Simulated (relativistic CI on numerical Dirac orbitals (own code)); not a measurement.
**Ligand-field terms of d3**

Computed with a parametric ligand-field model of a d^n configuration (Racah B and C, spin-orbit zeta, crystal field), exact diagonalisation.

Field parameters in Wybourne normalisation: Oh B⁴₀ = 21Dq, B⁴₄ = √(5/14) B⁴₀. The field is a parameter set, without covalency.

B = 300 cm⁻¹, C = 1280 cm⁻¹ (C/B = 4.27), Oh, no spin-orbit coupling. Tanabe-Sugano data, E/B above the lowest term (Δ = |10Dq|; b, c mark the second and third term of a kind):

| Δ/B | 4A2 | 4T2 | 4T1 | 4T1(b) | 2E | 2T1 | 2T2 |
| --- | --- | --- | --- | --- | --- | --- | --- |
| 1.0 | 0.00 | 1.00 | 1.79 | 16.21 | 17.70 | 17.77 | 18.15 |
| 5.0 | 0.00 | 5.00 | 8.68 | 21.32 | 18.96 | 19.65 | 22.79 |
| 9.0 | 0.00 | 9.00 | 15.00 | 27.00 | 19.40 | 20.29 | 25.89 |
| 13.0 | 0.00 | 13.00 | 20.68 | 33.32 | 19.67 | 20.62 | 27.61 |
| 17.0 | 0.00 | 17.00 | 25.79 | 40.21 | 19.88 | 20.82 | 28.82 |
| 21.0 | 0.00 | 21.00 | 30.51 | 47.49 | 20.04 | 20.96 | 29.75 |
| 25.0 | 0.00 | 25.00 | 35.00 | 55.00 | 20.17 | 21.07 | 30.49 |
| 29.0 | 0.00 | 29.00 | 39.34 | 62.66 | 20.28 | 21.15 | 31.09 |
| 33.0 | 0.00 | 33.00 | 43.58 | 70.42 | 20.38 | 21.21 | 31.59 |
| 37.0 | 0.00 | 37.00 | 47.77 | 78.23 | 20.47 | 21.26 | 32.01 |
| 41.0 | 0.00 | 41.00 | 51.91 | 86.09 | 20.54 | 21.31 | 32.36 |
| 45.0 | 0.00 | 45.00 | 56.03 | 93.97 | 20.61 | 21.35 | 32.67 |

The ground term stays 4A2.
